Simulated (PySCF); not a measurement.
AsH5Si, charge +1, multiplicity 2. Atoms are numbered in the order given.

```xyz
7

Si    -1.6329     0.0168     0.0000
As     0.7760    -0.0397     0.0000
H     -1.9441    -0.6917     1.2542
H     -1.9441    -0.6917    -1.2542
H     -1.8845     1.4742     0.0000
H      1.5118     0.4923     1.1949
H      1.5118     0.4923    -1.1949
```
Charge +1, spin multiplicity 2.

Geometry: PBE0-D3(BJ)/def2-TZVP. The multiplicity is an assumed one; other spin states were not compared.

All values below come from PBE/def2-TZVPD (PySCF).

Mulliken values depend strongly on the basis, most of all with diffuse functions as here. ESP charges are fitted to the potential on shells at 1.4 to 2.0 van der Waals radii. Atomic charges (e):

```json
[
 {"atom": "Si1", "Mulliken": "0.15", "ESP fit": "…", "Mulliken spin": "0.01"},
 {"atom": "As2", "Mulliken": "0.00", "ESP fit": "…", "Mulliken spin": "1.00"},
 {"atom": "H3", "Mulliken": "0.09", "ESP fit": "…", "Mulliken spin": "0.00"},
 {"atom": "H4", "Mulliken": "0.09", "ESP fit": "…", "Mulliken spin": "0.00"},
 {"atom": "H5", "Mulliken": "0.09", "ESP fit": "…", "Mulliken spin": "0.04"},
 {"atom": "H6", "Mulliken": "0.29", "ESP fit": "…", "Mulliken spin": "-0.03"},
 {"atom": "H7", "Mulliken": "0.29", "ESP fit": "…", "Mulliken spin": "-0.03"}
]
```

**Question.** Fill in the missing entries. (Estimate from the structure and the level; the computed values follow.)

**Answer.** 
- Si1, ESP fit: 0.32
- As2, ESP fit: 0.27
- H3, ESP fit: 0.05
- H4, ESP fit: 0.05
- H5, ESP fit: 0.03
- H6, ESP fit: 0.14
- H7, ESP fit: 0.14
